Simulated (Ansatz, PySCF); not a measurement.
Molecule: CH2N (charge 0, doublet). SMILES: [N][CH2]
Geometry: optimised at B3LYP-D3(BJ)/def2-TZVP (Ansatz, a program for electronic structure).

Quantity: atomisation energy, in kcal/mol. Terms: six Cartesian d functions in 6-31G* and its kin unless marked 5d; no spin-orbit coupling; frozen cores in correlated levels; LANL2DZ all-electron up to Ne; atomisation electronic, to ground-state atoms; non-relativistic; 6-311+G** with 5d; no dispersion term unless named; UHF or UKS for open shells. Ab initio and DFT rows: single points at B3LYP-D3(BJ) geometries (Ansatz). A UHF reference is markedly spin-contaminated in at least one set, which strains HF and MP2.

```
level                           program  atomisation energy (kcal/mol)
-----------------------  --------------  -----------------------------
HF/6-31G*                        Ansatz                          231.4
PBE/LANL2DZ                      Ansatz                          337.5
PBE/6-31G*                       Ansatz                          357.6
BP86/6-31G* (5d)                  PySCF                          361.1
B3LYP/cc-pVDZ                    Ansatz                          340.9
M06-2X/6-311+G**                  PySCF                          339.0
MP2/3-21G                        Ansatz                          270.3
MP2/LANL2DZ                      Ansatz                          264.9
MP2/6-31G*                       Ansatz                          303.6
PBE/def2-TZVPD                   Ansatz                          359.3
B3LYP-D3(BJ)/def2-TZVPD  Ansatz + dftd3                          349.7
M06-2X/def2-TZVPD                 PySCF                          342.0
```

No value to compare with is used here. The 9 habitual levels span 231.4 (HF/6-31G*) to 361.1 kcal/mol (BP86/6-31G* (5d)); B3LYP-D3(BJ)/def2-TZVPD gives 349.7.

The levels are drawn from those run, B3LYP/6-31G* more often than the rest, none by its result; left out are runs that failed, that the program found above a lower state of the same kind, or whose <S^2> lies over 0.5 above the pure value.
